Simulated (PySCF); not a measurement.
Numbering as in the mapped SMILES `[CH:1]#[C:2]/[C:3]([CH2:4][CH3:5])=[C:6](\[CH3:7])[S:8][SiH3:9]`. Each H is labelled by its parent atom.

- B3LYP/pcSseg-1 with gauge-including orbitals
- geometry from PBE0-D3(BJ)/def2-SVP
- run in PySCF 2.14.0 with density-fitted response routines
- a single conformation, isolated molecule, rapidly exchanging positions averaged, relativity neglected

**Question.** Predict the 2D correlation tables (HSQC, COSY, HMBC).

**Answer.** 

HSQC (one-bond C–H):
```csv
δH,δC
3.33 (H(C1)),89.5 (C1)
2.53 (H(C4)),33.5 (C4)
2.36 (H(C7)),27.4 (C7)
1.10 (H(C5)),15.0 (C5)
```

COSY cross peaks (H two or three bonds apart, from the bond graph; peaks can be absent where the dihedral angle is near 90°):
```csv
δH,δH
2.53 (H(C4)),1.10 (H(C5))
```

HMBC (two and three bonds, from the bond graph):
```csv
δH,δC
4.54 (H(Si9)),151.2 (C6)
3.33 (H(C1)),"133.8 (C3), 85.4 (C2)"
2.53 (H(C4)),"151.2 (C6), 133.8 (C3), 85.4 (C2), 15.0 (C5)"
2.36 (H(C7)),"151.2 (C6), 133.8 (C3)"
1.10 (H(C5)),"133.8 (C3), 33.5 (C4)"
```

Scale: TMS for ¹H, ¹³C (reference shieldings calculated alike).

Short H···H contacts in this conformer between protons four or more bonds apart (candidates for NOE cross peaks, intensity ∝ r⁻⁶): H(C7)···H(Si9) 2.73 Å.

Shifts are as computed. Against solution values, carbons near 30 ppm lie about +2 ppm off and those near 130 ppm about +6 ppm. Of 1211 compounds with measured shifts, 218 miss one by over three times the rms of a fit or turn the order of signals round; such compounds aren't used in these exercises.
